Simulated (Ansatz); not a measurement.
Calculated with Ansatz (gas phase, PBE0-D4/def2-TZVP geometries, no zero-point term in ΔE). CBS: MP2 limit from def2 TZ/QZ plus the TZ coupled-cluster correction, frozen cores. This one scheme is used for every species. Functionals use def2-TZVPP. B3LYP here is the variant with VWN-RPA as its local correlation; programs differ in this. For Se outer-core shells are correlated without core-valence functions, which leaves a few kJ/mol of doubt a bond. Scalar relativity is left out up to krypton. Each species was taken in one conformer, which may not be the lowest.

`COB(C)O` + `C=[Se]` → `CB(O)C=[Se]` + CH₃OH  (formal exchange of groups at a B–O bond)

CCSD(T)/CBS gives +24.8 kcal/mol.

Another level gave +26.0 kcal/mol. Which?
A. PBE-D4/def2-TZVPP
B. B3LYP/def2-TZVPP
C. PBE0-D4/def2-TZVPP
D. HF/def2-TZVPP

B. B3LYP 26.0, HF/def2-TZVPP 29.7, PBE-D4 22.7, PBE0-D4 23.8 kcal/mol.

Largest T1 diagnostic among the species: 0.015.

From PBE to PBE0 (25 % exact exchange), in def2-TZVPP and without D4, ΔE moves by +1.1 kcal/mol. In def2-TZVPP, CCSD(T) changes the Hartree–Fock value by −4.2 kcal/mol (the triples alone add −0.8 kcal/mol) and MP2 by −5.0 kcal/mol.
